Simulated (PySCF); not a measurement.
C₂H₅BN₂.
Geometry (PBE0-D3(BJ)/def2-SVP, Å), atoms numbered from 1 in this order:
```
atom  x, y, z in Å
C1     2.4502    0.2343    0.0475
C2     1.2391    0.1187    0.0218
B3    -0.3059   -0.0314   -0.0100
N4    -1.0944    1.1372   -0.1077
N5    -0.8567   -1.3311    0.0589
H6     3.5202    0.3368    0.0703
H7    -2.1039    1.1388   -0.1323
H8    -0.6787    2.0550   -0.1536
H9    -0.2732   -2.1506    0.1326
H10   -1.8473   -1.5273    0.0523
```

Computed with MP2 and CCSD/aug-cc-pVDZ in PySCF, restricted Hartree–Fock reference, frozen core, non-relativistic, gas phase, PBE0-D3(BJ)/def2-SVP geometry.

E(HF) = -212.30457 Eh.

**Question.** How large is the problem?

**Answer.** 160 basis functions and 36 electrons; 5 orbitals frozen, which leaves o = 13 correlated occupied and v = 142 virtual orbitals. That is o·v = 1846 singles and o·v(o·v + 1)/2 = 1704781 distinct closed-shell doubles amplitudes before symmetry; the costliest CCSD step grows as o²v⁴ = 6.9 × 10^10.

**Question.** What are the MP2 and CCSD correlation energies?

**Answer.** MP2 -0.7005 Eh and CCSD -0.7337 Eh, which gives totals of -213.00507 and -213.03832 Eh. That is 0.768 eV for each correlated electron at CCSD (1926 kJ/mol in all, 0.344 % of the total energy); MP2 gives 95.5 % of the CCSD value.

**Question.** What is the T1 diagnostic?

**Answer.** 0.0129, below the customary warning level of 0.02. It is the norm of the spatial-orbital singles amplitudes over the root of the number of correlated electrons, so the norm is 0.066.

**Question.** How does correlation change the dipole moment?

**Answer.** HF gives 1.20 D and CCSD (unrelaxed density) 1.32 D, a change of +0.12 D.

Connected triples and the basis-set limit are missing.

The job also held the EOM ionisation roots. Time: 5.3 min; peak memory 2.9 GiB. Hardware: one thread of an Arm Neoverse V1, no GPU, shared host.
